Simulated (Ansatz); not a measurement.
Harmonic frequencies (cm⁻¹) at PBE0-D4/def2-TZVP from Ansatz: 119, 140, 205, 245, 269, 284, 293, 340, 354, 482, 563, 746, 826, 844, 866, 982, 1569, 2714, 3613, 3715, 3911.

Each molecule was computed in one conformer, which needn't be the lowest.

Q: Which molecule is it?
A. `B[O][Al]([OH])[F]`
B. `NBPS`
C. `OC1=C(Cl)C1(O)Cl`
D. `N[Si](O)(S)Cl`

A: D.
